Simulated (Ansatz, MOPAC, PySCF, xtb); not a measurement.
Pair of molecules: CH4 (SMILES C) (first 5 atoms) with COS (SMILES O=C=S); geometry from B3LYP-D3(BJ)/def2-TZVP, rigid monomers moved along the line of their centres of mass till C1···C7 is 4.07 Å.
(charge 0, multiplicity 1):
```xyz
8

C     -0.0497     0.0269     0.1932
H      0.1477    -1.0024     0.4896
H     -0.9991     0.3523     0.6157
H      0.7513     0.6674     0.5596
H     -0.0960     0.0891    -0.8931
O     -1.3686     0.3336     4.0817
C     -0.2931    -0.0531     4.2511
S      1.1604    -0.5759     4.4806
```

Counterpoise-corrected where a basis set is named; no monomer relaxation.

The state that AM1 reach isn't checked.

Programs: Ansatz (Gaussian orbitals); MOPAC for AM1 (differences of heats of formation); PySCF for the dispersion terms; xtb for the GFN methods. Each number belongs to the level named beside it.

Problem. One of these levels gives 0.6 kJ/mol for the interaction energy. Which?
(A) AM1
(B) PBE-D3(BJ)/def2-TZVPPD
(C) GFN1-xTB

Solution. A, AM1. The others give -2.1 (GFN1-xTB), -3.5 (PBE-D3(BJ)/def2-TZVPPD)

Ansatz is an electronic-structure program.
